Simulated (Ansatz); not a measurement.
Cartesian coordinates in Å:
```
O 0.192 -1.589 0.973
C -0.833 -0.788 0.646
C -0.780 0.342 -0.079
Al 0.837 1.053 -0.814
H 1.012 -1.231 0.601
H -1.755 -1.189 1.063
H -1.745 0.825 -0.215
H 2.155 0.198 -0.505
H 0.918 2.381 -1.670
```

The species carries charge 0 and has multiplicity 1.

(1) List the PBE0/def2-TZVPP orbital energies in eV (Ansatz 0.2.0). (Best estimate.)

## Answers

(1) Ansatz gave: Occupied: -1527.61, -523.76, -280.23, -277.51, -113.52, -73.65, -73.44, -73.41, -30.10, -20.99, -17.54, -13.84, -13.35, -11.57, -11.46, -10.56, -8.69, -8.37, -7.08. Lowest empty: -1.67, 0.82, 0.92, 0.99, 1.81, 2.07, 2.85, 3.56.
